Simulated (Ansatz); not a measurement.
SnF₄. Charge 0, multiplicity 1. Geometry r2SCAN-D4/def2-SVP, basis def2-TZVP, Ansatz.

| atom | x (Å) | y (Å) | z (Å) |
| --- | --- | --- | --- |
| Sn1 | 0.000 | 0.000 | 0.000 |
| F2 | -0.654 | 0.845 | -1.581 |
| F3 | 1.288 | 1.130 | 0.839 |
| F4 | 0.816 | -1.663 | -0.458 |
| F5 | -1.450 | -0.312 | 1.200 |

```tsv
run	HOMO (eV)	LUMO (eV)
A	-14.96	-1.70
B	-15.28	-1.57
C	-12.79	-3.89
D	-14.48	-3.06
E	-12.39	-4.01
F	-10.76	-4.79
```

In the def2 sets Sn takes a core potential; there is no spin–orbit coupling. LC-ωPBE has ω = 0.4 bohr⁻¹.

Question: The runs used BHLYP, LC-ωPBE, PBE0, r2SCAN, r2SCAN0, ωB97X-V. Estimate which is which.

Answer: A ωB97X-V (range-separated); B LC-ωPBE (range-separated); C r2SCAN0 (25 % exact exchange); D BHLYP (50 % exact exchange); E PBE0 (25 % exact exchange); F r2SCAN (0 % exact exchange). Exact exchange lowers occupied and raises empty levels; among semilocal functionals meta-GGAs tend to open the gap a little, and such runs are hard to tell apart. The gap grows from 5.98 eV (r2SCAN) to 13.71 eV (LC-ωPBE).
